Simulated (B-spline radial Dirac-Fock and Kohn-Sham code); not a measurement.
**Ionisation of each subshell: C³⁺**

System: C³⁺, configuration [He] 2s1, inside a Watson sphere of charge -3 and radius 3 Å (a model of the Madelung potential; inside it an electron's potential energy is raised by 14.4 eV); nuclear rms radius 2.4702 fm (A = 12).

The run's input, task.json:

```json
{"items": [{
  "Z": 6,
  "q": 3,
  "cfg": [[1, 0, 2], [2, 0, 1]],
  "A": 12,
  "rrms": 2.4702,
  "watson": [-3, 3.0],
  "do": ["binding"]
}]}
```

Run with: `python xray_run.py task.json out`

Method: Dirac-Fock (average of configuration) total-energy differences with a finite nucleus, the Breit interaction including its frequency dependence, and self-energy and vacuum-polarisation corrections. Computed with a B-spline atomic structure program. Correlation energy is missing from these numbers. Energies are counted from the vacuum level. Subshells whose hole state is unreliable or did not converge are left out.

All terms are in eV, carry their sign (relaxation lowers the binding energy) and add up to the binding energy; ⟨r⟩ is the mean radius of the orbital in the initial state.

| subshell | −ε (Koopmans) | relaxation | Breit | self-energy | vacuum polarisation | binding energy | ⟨r⟩ (bohr) |
| --- | --- | --- | --- | --- | --- | --- | --- |
| L1 | 49.99 | 0.00 | 0.00 | 0.00 | 0.00 | 49.98 | 1.279 |
